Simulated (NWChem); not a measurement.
# Si₂H₃Cl, singlet; SMILES [Si](Cl)[SiH3]

All runs: NWChem. Low-valent species are run as closed-shell singlets; no triplet was tried in these runs. Coordinates come from a PBE0/def2-SVP optimisation. Ions are spin-unrestricted doublets at the neutral geometry; other ion states weren't tried.

For level PBE/def2-SVP:

```yaml
"−ε(HOMO) (eV)": 5.46
```

What are these values for level B3LYP/def2-SVP?


| Quantity | Result |
|---|---|
| −ε(HOMO) (eV) | 6.25 |
